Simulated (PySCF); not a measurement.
Gas-phase reaction: Ga(CH₃)₃ + (CH₃)₃N + 2 C₃H₃ (propargyl) ⇌ Ga(CH₃)₃.NH₃ + 3 C₃H₄ (allene)

Method: PySCF energies plus ideal-gas RRHO corrections (1 bar). † marks an energy on the PBE0/def2-TZVP geometry and frequencies; other levels use their own. MP2 and CCSD(T) freeze the core. 6-31G* has spherical d functions here. Open shells (unrestricted): C₃H₃ (propargyl) (multiplicity 2); the rest are closed-shell singlets. B3LYP is the form with VWN-RPA correlation. Ga: all electrons, no relativistic terms. Adducts (Ga(CH₃)₃.NH₃) have no counterpoise correction, and HF, PBE, BLYP, B3LYP and PBE0 lack dispersion. Methyl groups turn as free rotors in Ga(CH₃)₃. MP2 isn't extrapolated to the basis-set limit; its ΔH°(298 K) is -250.3 kJ in def2-SVP and -276.6 kJ in def2-TZVPP. CCSD(T) isn't extrapolated to the basis-set limit. The harmonic model lacks anharmonicity and excited electronic states, which grow with temperature; levels with a mode under 35 cm⁻¹ are left out. Internal rotation in (CH₃)₃N is treated as a harmonic vibration of one conformer, which makes the entropy rough. Soft modes under 120 cm⁻¹ make the harmonic entropy rough for Ga(CH₃)₃.NH₃. Warning, large T1 diagnostic: C₃H₃ (propargyl) (CCSD(T)/def2-SVP†). Warning, spin contamination: C₃H₃ (propargyl) (CCSD(T)/def2-SVP†, HF/def2-TZVP†, MP2/def2-TZVPP†).

ΔH° and ΔS° at 298 K: B3LYP/6-31G* -180 kJ, 0 J/K; CCSD(T)/def2-SVP† -208 kJ, 0 J/K; HF/def2-TZVP† -92 kJ, 0 J/K; MP2/def2-TZVPP† -277 kJ, 0 J/K; PBE/def2-TZVP† -217 kJ, 0 J/K.

With the heat capacities included, give log10 K (1 bar) at 800, 1600, 1800, 2000, 2500 K from B3LYP/6-31G*, CCSD(T)/def2-SVP†, HF/def2-TZVP†, MP2/def2-TZVPP†, PBE/def2-TZVP†.


```tsv
T (K)	B3LYP/6-31G*	CCSD(T)/def2-SVP†	HF/def2-TZVP†	MP2/def2-TZVPP†	PBE/def2-TZVP†
800	12.1	13.9	6.3	18.4	14.5
1600	6.5	7.5	3.7	9.7	7.8
1800	6.0	6.8	3.4	8.8	7.1
2000	5.5	6.3	3.2	8.1	6.5
2500	4.7	5.3	2.9	6.7	5.5
```
